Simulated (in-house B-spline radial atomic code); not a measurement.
## Binding energies in F IV (F3+)

NIST's tabulated ground configuration is [He] 2s2 2p2; each binding energy is the energy of the ion with one electron taken from that subshell, relaxed, less that of the parent. Method: Dirac-Hartree-Fock, average of configuration, Fermi nucleus of rms radius 2.8976 fm. Calculated with a radial B-spline atomic code at the basis-set limit. Energies include first-order Breit, QED and recoil terms.

| subshell | X-ray name | binding energy (eV) | -ε (eV) | relaxation (eV) |
| --- | --- | --- | --- | --- |
| 1s | K | 786.2 | 797.0 | 10.4 |
| 2s | L1 | 101.3 | 102.3 | 1.0 |
| 2p | L2,3 | 85.17 | 86.29 | 1.11 |

Relaxation = -ε minus the binding energy without Breit, QED and recoil terms.

(1) What does it cost to remove both a 2s and a 2p electron?

(2) What does it cost to remove both a 1s and a 2p electron?

(3) What does it cost to remove two 1s electrons?

Results:

(1) 211.69 eV, which is 25.23 eV more than the two single binding energies together.

(2) 910.17 eV, which is 38.81 eV more than the two single binding energies together.

(3) 1703.7 eV, which is 131.3 eV more than the two single binding energies together.
